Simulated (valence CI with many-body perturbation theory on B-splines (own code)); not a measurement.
# E1 transitions of Cl XII

Method: configuration interaction combined with many-body perturbation theory (CI+MBPT): four valence electrons over a frozen Dirac-Fock core [He], radial functions for each j: 11 s, 11 p, 9 d, 7 f, 5 g, 2 h, 1 i, with the one-electron correlation potential Σ1 (screened to all orders), the two-electron term Σ2, the three-electron term Σ3, Breit, model QED; selected single and double excitations, second order for the rest, scaled by the run's own slope (own B-spline code, finite nucleus).

No measured spectrum was set against this ion. As an estimate, levels of excited configurations hold to 0.05 to 0.15 % of their energy, terms of the ground configuration to about 0.5 %. Among the levels kept, up to 260 cm⁻¹ of a level comes from second order outside the variational space, and about a tenth of that is noise between levels of different J, which matters for small intervals.

Lines 151 to 200 of 232 in falling wavelength, among levels below 394.39 eV, chosen from the strongest by gf and those to the six lowest levels. Wavelengths and rates use the calculated energies, so an error of 300 cm⁻¹ moves a line at 35.49 Å by 0.011 % and its rate by three times that or more. Electric multipoles are in the length gauge, E1 and E2 with the static RPA response of the core. Weak lines are less certain than strong ones. Lines between different terms over intervals too small for the method are left out, as are lines whose strength nearly cancels. The highest levels of a list are the least certain.

Names give the largest LS component (configuration and term), which can be under half, so a name can repeat, a term be missing and a line seem to break the LS rules; names also repeat where a configuration has a term twice.

```tsv
λ vac (Å)	Upper	Lower	A (s⁻¹)	log gf	Branch %
35.49	2s²2p3d ³D°_1	2s²2p² ¹S_0	1.33e+10	-2.12	0.5
35.28	2s²2p3d ³P°_1	2s²2p² ¹S_0	3.45e+09	-2.71	0.2
34.96	2s²2p3d ³F°_2	2s²2p² ¹D_2	2.57e+11	-0.63	84.4
34.90	2s²2p3d ¹P°_1	2s²2p² ¹S_0	2.25e+12	0.09	95.1
34.86	2s²2p3d ³F°_3	2s²2p² ¹D_2	2.40e+10	-1.52	15.6
34.82	2s²2p3d ¹D°_2	2s²2p² ¹D_2	7.35e+11	-0.18	73.0
34.69	2s2p²3p ³S°_1	2s²2p² ¹S_0	3.88e+09	-2.68	0.6
34.63	2s2p²3p ⁵D°_1	2s²2p² ¹S_0	1.55e+08	-4.08	0.4
34.61	2s²2p3d ³D°_1	2s²2p² ¹D_2	2.76e+09	-2.83	0.1
34.58	2s²2p3d ³D°_2	2s²2p² ¹D_2	6.69e+10	-1.22	2.7
34.55	2s2p²3s ³D_2	2s2p³ ⁵S°_2	8.05e+07	-4.14	0.0
34.54	2s2p²3s ³D_3	2s2p³ ⁵S°_2	3.04e+08	-3.42	0.1
34.50	2s²2p3d ³D°_3	2s²2p² ¹D_2	1.49e+09	-2.73	0.0
34.44	2s2p²3p ⁵P°_1	2s²2p² ¹S_0	1.51e+08	-4.09	0.4
34.43	2s²2p3d ³P°_2	2s²2p² ¹D_2	8.75e+10	-1.11	4.1
34.41	2s²2p3d ³P°_1	2s²2p² ¹D_2	1.03e+10	-2.26	0.5
34.25	2s²2p3d ³F°_2	2s²2p² ³P_2	4.15e+10	-1.44	13.6
34.16	2s²2p3d ³F°_3	2s²2p² ³P_2	1.29e+11	-0.80	83.9
34.15	2s2p²3p ³D°_1	2s²2p² ¹S_0	2.08e+09	-2.96	0.3
34.14	2s²2p3d ³F°_2	2s²2p² ³P_1	5.09e+09	-2.35	1.7
34.11	2s²2p3d ¹D°_2	2s²2p² ³P_2	3.11e+10	-1.57	3.1
34.05	2s²2p3d ¹F°_3	2s²2p² ¹D_2	3.84e+12	0.67	99.9
34.05	2s2p²3d ⁵F_1	2s2p³ ⁵S°_2	3.32e+08	-3.76	10.0
34.05	2s²2p3d ¹P°_1	2s²2p² ¹D_2	9.15e+10	-1.32	3.9
34.03	2s2p²3d ⁵F_2	2s2p³ ⁵S°_2	2.48e+09	-2.67	38.9
34.01	2s²2p3d ¹D°_2	2s²2p² ³P_1	2.40e+11	-0.68	23.8
34.00	2s2p²3d ⁵F_3	2s2p³ ⁵S°_2	6.02e+09	-2.14	59.7
33.92	2s²2p3d ³D°_1	2s²2p² ³P_2	6.86e+08	-3.45	0.0
33.89	2s²2p3d ³D°_2	2s²2p² ³P_2	2.45e+10	-1.68	1.0
33.86	2s2p²3p ³P°_1	2s²2p² ¹S_0	5.98e+08	-3.51	0.1
33.85	2s2p²3p ³S°_1	2s²2p² ¹D_2	1.89e+09	-3.01	0.3
33.81	2s²2p3d ³D°_1	2s²2p² ³P_1	6.78e+11	-0.46	23.0
33.81	2s²2p3d ³D°_3	2s²2p² ³P_2	2.99e+12	0.55	99.9
33.81	2s2p²3d ⁵D_1	2s2p³ ⁵S°_2	6.11e+10	-1.50	80.5
33.80	2s2p²3d ⁵D_2	2s2p³ ⁵S°_2	1.78e+11	-0.82	92.4
33.79	2s2p²3p ⁵D°_1	2s²2p² ¹D_2	1.47e+08	-4.12	0.4
33.79	2s2p²3d ⁵D_3	2s2p³ ⁵S°_2	3.29e+11	-0.40	99.3
33.78	2s²2p3d ³D°_2	2s²2p² ³P_1	2.42e+12	0.32	96.3
33.75	2s²2p3d ³P°_2	2s²2p² ³P_2	1.96e+12	0.22	91.3
33.73	2s²2p3d ³D°_1	2s²2p² ³P_0	2.25e+12	0.06	76.4
33.73	2s²2p3d ³P°_1	2s²2p² ³P_2	7.89e+11	-0.39	41.0
33.64	2s²2p3d ³P°_2	2s²2p² ³P_1	9.88e+10	-1.08	4.6
33.62	2s²2p3d ³P°_1	2s²2p² ³P_1	1.06e+12	-0.27	55.1
33.61	2s²2p3d ³P°_0	2s²2p² ³P_1	1.75e+12	-0.53	99.9
33.54	2s²2p3d ³P°_1	2s²2p² ³P_0	5.89e+10	-1.53	3.1
33.53	2s2p²3p ⁵P°_3	2s²2p² ¹D_2	1.52e+08	-3.75	1.0
33.38	2s²2p3d ¹F°_3	2s²2p² ³P_2	4.24e+09	-2.30	0.1
33.38	2s²2p3d ¹P°_1	2s²2p² ³P_2	7.93e+08	-3.40	0.0
33.28	2s2p²3p ³D°_2	2s²2p² ¹D_2	4.65e+08	-3.41	0.1
33.27	2s²2p3d ¹P°_1	2s²2p² ³P_1	1.18e+10	-2.23	0.5
```
